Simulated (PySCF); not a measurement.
[MoO4]3-: angle to the S4 axis as a parameter

[MoO4]3-: Mo(V) (d1), charge -3. The structure is a model geometry with rigid ligands and bond lengths from ionic radii, not a minimum; coordination tetrahedral, point group Td, metal–donor distances 1.85 Å.

The d shell alone is too small an active space for [MoO4]3- (an active orbital has only 0.56 squared overlap with the free ion's shell): its levels, fitted parameters, g values and moments show what this model gives and aren't sound predictions.

```
5

Mo    0.0000    0.0000    0.0000
O     1.0681    1.0681    1.0681
O    -1.0681   -1.0681    1.0681
O    -1.0681    1.0681   -1.0681
O     1.0681   -1.0681   -1.0681
```

Method (PySCF 2.14, density fitting): CASSCF(1,5) with orbitals averaged over all microstates of the shell, strongly contracted NEVPT2 on the averaged canonical orbitals; basis x2c-TZVPall on the metal, x2c-SVPall elsewhere; spin-free X2C; IEF-PCM water; spin-orbit coupling by state interaction with the mean-field operator over all roots.

The angle between each bond and z is 54.7° in a regular tetrahedron, less in an elongated one and 90° in a plane.

```csv
angle to the S4 axis,group,ground,next state (NEVPT2) / cm⁻¹,orbital energies above the lowest (NEVPT2 fit) / cm⁻¹,μeff(300 K) / μB
45.0°,D2d,2B1 (from 2E),2A1 (from 2E) 2779,0 2779 6621 22661 22661,1.60
50.0°,D2d,2B1 (from 2E),2A1 (from 2E) 2180,0 2180 10251 18218 18218,1.64
54.7°,Td,2E,2T2 13949,0 0 13949 13949 13949,1.65
60.0°,D2d,?,?,?,?
65.0°,D2d,2A1 (from 2E),2B1 (from 2E) 9688,0 9688 14990 14990 32200,1.67
```

(1) Fill in the row at 60.0°.

At 54.7° the ground state is orbitally degenerate, so the regular structure would distort there (Jahn–Teller).

Charge-transfer states lie outside this active space and may come lower than some of these levels. NEVPT2 on the d shell alone tends to put d–d bands too high for such charged or covalently bound ions.

Answers

(1) ground: 2A1 (from 2E); next state (NEVPT2) / cm⁻¹: 2B1 (from 2E) 4379; orbital energies above the lowest (NEVPT2 fit) / cm⁻¹: 0 4379 13758 13758 22713; μeff(300 K) / μB: 1.65.
